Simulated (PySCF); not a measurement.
A structure optimised at PBE-D3(BJ)/def2-TZVP, used in a PySCF frequency run:

```
Ga
F 1 1.7834
F 1 1.7834 2 118.03
```
Charge 0, spin multiplicity 2.

Write its SMILES, formula and point group.

[F][Ga][F], F2Ga, C2v

What are its rotational constants (standard atomic weights)?

24.376, 5.6903, 4.6134 GHz
